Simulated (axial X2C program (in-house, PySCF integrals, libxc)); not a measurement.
# Levels of AuB⁺ by electron attachment to AuB²⁺ (EOM-EA-CCSD)

Calculated with an axial X2C code built on PySCF integrals: two-component X2C with atomic mean-field Coulomb and Gaunt terms, Gaussian nuclei, basis Au dyall-acv3z, B dyall-av3z with contracted cores.

R = 1.882 Å (near the PBE0 minimum at charge 1 of the determinant lowest at the starting distance; the state shown can have its own minimum elsewhere).

Hartree–Fock spinors of AuB²⁺ (one of each Kramers pair; a window near the gap, which can cut inner shells):

| ω | occupied | ε (eV) | character |
| --- | --- | --- | --- |
| 3/2 | yes | -29.98 | 97% Au d |
| 1/2 | yes | -29.67 | 86% Au d, 4% B p, 4% B s |
| 3/2 | yes | -28.42 | 92% Au d, 4% B p |
| 5/2 | yes | -28.05 | 98% Au d |
| 1/2 | yes | -26.24 | 44% Au d, 31% B s, 9% Au s |
| 1/2 | no | -14.71 | 60% B p, 26% Au s, 6% Au d |
| 1/2 | no | -12.72 | 68% B p, 18% Au p, 8% Au d |
| 3/2 | no | -12.53 | 70% B p, 15% Au p, 9% Au d |
| 1/2 | no | -10.23 | 36% Au p, 24% Au s, 22% B p |
| 1/2 | no | -7.55 | 48% Au p, 22% B d, 15% B p |
| 3/2 | no | -7.28 | 51% Au p, 22% B d, 15% B p |

Levels of AuB⁺ obtained by attaching an electron to AuB²⁺:

```csv
Ω,binding energy (eV),above lowest (cm⁻¹),attached spinor,one-particle weight
1/2,16.092,0,"56% B pσ, 29% Au sσ",0.94
1/2,13.924,17489,"70% B pπ, 16% Au pπ, 8% Au dπ",0.94
3/2,13.720,19133,"72% B pπ, 13% Au pπ, 9% Au dπ",0.93
1/2,11.992,33070,"36% Au pσ, 25% B pσ, 20% Au sσ",0.81
```

Question: Take the first Ω = 1/2 and Ω = 3/2 rows of π character: how far apart are they, and which lies lower?

Answer: E(3/2) − E(1/2) = 19133 − 17489 = 1644 cm⁻¹ at EOM-EA-CCSD: regular, Ω = 1/2 lower. Splittings at this level can be off by ten to twenty per cent.

This point took 16 s on 1 thread of Arm Neoverse V1, on a shared host.

Reference electrons by ω block (each with its −ω partner): 1/2: 23, 3/2: 12, 5/2: 5, 7/2: 1. 12 electrons of AuB²⁺ correlated (inner shells frozen), 92 natural virtual spinors (a truncated set); levels can be off by some tenths of an eV. Roots sought by Ω: (1/2: 5, 3/2: 4, 5/2: 2, 7/2: 1); rows need 60 % one-particle weight and stop where some Ω has no more roots. Missing are any skipped roots, higher Ω and states of a further excitation; these come out far too high here and may in truth be low or lowest. T1 of the reference 0.026 (Lee–Taylor). The reference was not checked to be the lowest state of its species. Number of frozen shells: Au 5 s, 4 p, 2 d, 1 f; B 1 s. Large amplitudes in the reference (orbital relaxation or multireference character) lower the reliability.
